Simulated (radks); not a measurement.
The bromine anion Br-, [Kr], held by a Watson sphere: a shell of charge +0.66 at radius R that stands for the Madelung well of a crystal (potential energy -0.66/R inside, -0.66/r outside, in hartree with lengths in bohr). Calculated with a radial shooting solver on a logarithmic mesh with Libxc functionals: scalar-relativistic Kohn-Sham, LDA (Slater exchange, Perdew-Wang correlation), spin-polarised, spherical densities, point nucleus. Response by self-consistent Sternheimer equations with the Hartree and adiabatic LDA kernel, the relativistic mass of each level held fixed and spin-orbit coupling left out. The sphere does not respond.

R (bohr)  e(3d) (eV)  e(4s) (eV)  e(4p) (eV)  <r> 4p (bohr)  sum of <r^2> (bohr^2)  X-ray form factor at sin(theta)/lambda = 0.3 1/angstrom  alpha (bohr^3)
3.58         -62.231     -16.136      -4.378          2.270                  51.61                                                   23.811           40.40
4.28         -61.816     -15.640      -3.881          2.295                  52.72                                                   23.816           45.49
4.3          -61.805     -15.627      -3.868          2.295                  52.74                                                   23.816           45.62
4.76         -61.546     -15.343      -3.580          2.306                  53.25                                                   23.818           48.52
4.93         -61.455     -15.246      -3.481          2.309                  53.41                                                   23.818           49.49
5.09         -61.372     -15.158      -3.391          2.311                  53.54                                                   23.818           50.36
